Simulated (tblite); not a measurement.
Species: C5H8GeO2Si.
Bonds: C1–Ge2, Ge2–C3, C3–C4 (triple), C4–Si5, Si5–C6, C6–O7 (double), C6–C8, C8–O9 (double). Hydrogens: H10, H11, H12 on C1; H13, H14 on Ge2; H15, H16 on Si5; H17 on C8.

Computed with GFN2-xTB (tblite), gas phase: L-BFGS steps from a force-field or distance-geometry start until the largest atomic force falls under 0.01 eV/Å.

Geometry at step 50:
```
atom  x, y, z in Å
C1     -3.8978    0.0779    0.1804
Ge2    -2.3589    0.5649   -0.9388
C3     -0.7095    0.3637   -0.0029
C4      0.3681    0.1702    0.5169
Si5     1.9506   -0.2938    1.3408
C6      3.4607    0.5323    0.4459
O7      4.4933    0.7583    1.0328
C8      3.3141    0.7491   -1.0344
O9      2.6390    0.0389   -1.7300
H10    -3.7008   -0.8540    0.7042
H11    -4.1075    0.8500    0.9168
H12    -4.7861   -0.0524   -0.4331
H13    -2.2210   -0.3187   -2.1400
H14    -2.4467    1.9873   -1.4114
H15     2.0137    0.1704    2.7261
H16     2.1601   -1.7409    1.2319
H17     3.8217    1.6582   -1.4150
```

Task: Give the atomic forces at this geometry.

Result: 
```json
{"atom": "C1", "Fx (eV/Å)": "0.010", "Fy (eV/Å)": "-0.012", "Fz (eV/Å)": "0.008"}
{"atom": "Ge2", "Fx (eV/Å)": "0.069", "Fy (eV/Å)": "0.062", "Fz (eV/Å)": "-0.030"}
{"atom": "C3", "Fx (eV/Å)": "-0.053", "Fy (eV/Å)": "0.029", "Fz (eV/Å)": "-0.044"}
{"atom": "C4", "Fx (eV/Å)": "0.042", "Fy (eV/Å)": "-0.030", "Fz (eV/Å)": "0.046"}
{"atom": "Si5", "Fx (eV/Å)": "0.002", "Fy (eV/Å)": "-0.016", "Fz (eV/Å)": "0.022"}
{"atom": "C6", "Fx (eV/Å)": "0.022", "Fy (eV/Å)": "-0.103", "Fz (eV/Å)": "0.044"}
{"atom": "O7", "Fx (eV/Å)": "-0.039", "Fy (eV/Å)": "0.025", "Fz (eV/Å)": "-0.022"}
{"atom": "C8", "Fx (eV/Å)": "-0.160", "Fy (eV/Å)": "0.053", "Fz (eV/Å)": "-0.001"}
{"atom": "O9", "Fx (eV/Å)": "0.118", "Fy (eV/Å)": "0.035", "Fz (eV/Å)": "0.038"}
{"atom": "H10", "Fx (eV/Å)": "-0.031", "Fy (eV/Å)": "-0.010", "Fz (eV/Å)": "0.012"}
{"atom": "H11", "Fx (eV/Å)": "0.037", "Fy (eV/Å)": "-0.013", "Fz (eV/Å)": "0.016"}
{"atom": "H12", "Fx (eV/Å)": "0.011", "Fy (eV/Å)": "-0.004", "Fz (eV/Å)": "0.002"}
{"atom": "H13", "Fx (eV/Å)": "-0.041", "Fy (eV/Å)": "-0.027", "Fz (eV/Å)": "-0.031"}
{"atom": "H14", "Fx (eV/Å)": "0.016", "Fy (eV/Å)": "0.013", "Fz (eV/Å)": "0.005"}
{"atom": "H15", "Fx (eV/Å)": "-0.013", "Fy (eV/Å)": "0.034", "Fz (eV/Å)": "0.004"}
{"atom": "H16", "Fx (eV/Å)": "0.032", "Fy (eV/Å)": "0.017", "Fz (eV/Å)": "-0.028"}
{"atom": "H17", "Fx (eV/Å)": "-0.022", "Fy (eV/Å)": "-0.054", "Fz (eV/Å)": "-0.042"}
```

The largest, 0.17 eV/Å, acts on C8; the rms over all components is 0.044 eV/Å. The forces sum to zero within rounding, as they must for an isolated molecule in no field.

Task: Give the force on C8 in Eh/bohr and in nN.

Result: 0.169 eV/Å ÷ 51.422 = 0.00328 Eh/bohr, and 0.169 eV/Å × 1.602 = 0.27 nN.

Task: How far is this geometry from the end of the optimisation?

Result: 0.082 eV above it, and 0.480 Å rms away after alignment. The bonds farthest from their final lengths, with half the difference of the two atoms' forces along the bond (positive lengthens):

```json
{"bond": "C6–C8", "now (Å)": "1.503", "final (Å)": "1.475", "force along bond (eV/Å)": "+0.04"}
{"bond": "Si5–C6", "now (Å)": "1.940", "final (Å)": "1.958", "force along bond (eV/Å)": "-0.02"}
{"bond": "C6=O7", "now (Å)": "1.209", "final (Å)": "1.203", "force along bond (eV/Å)": "-0.03"}
{"bond": "C8–H17", "now (Å)": "1.109", "final (Å)": "1.114", "force along bond (eV/Å)": "-0.01"}
{"bond": "Si5–H16", "now (Å)": "1.466", "final (Å)": "1.462", "force along bond (eV/Å)": "-0.01"}
{"bond": "Si5–H15", "now (Å)": "1.462", "final (Å)": "1.460", "force along bond (eV/Å)": "0.00"}
```

The angle farthest from its final value is O7–C6–C8, 122.3° against 129.3°.

Of the 2 listed bonds off by 0.010 Å or more, this force points towards the final length in 0.

The cost below is that of the whole relaxation. Time: 1.6 s of wall time. Hardware: an Arm Neoverse V1 with one thread, no GPU, shared host.
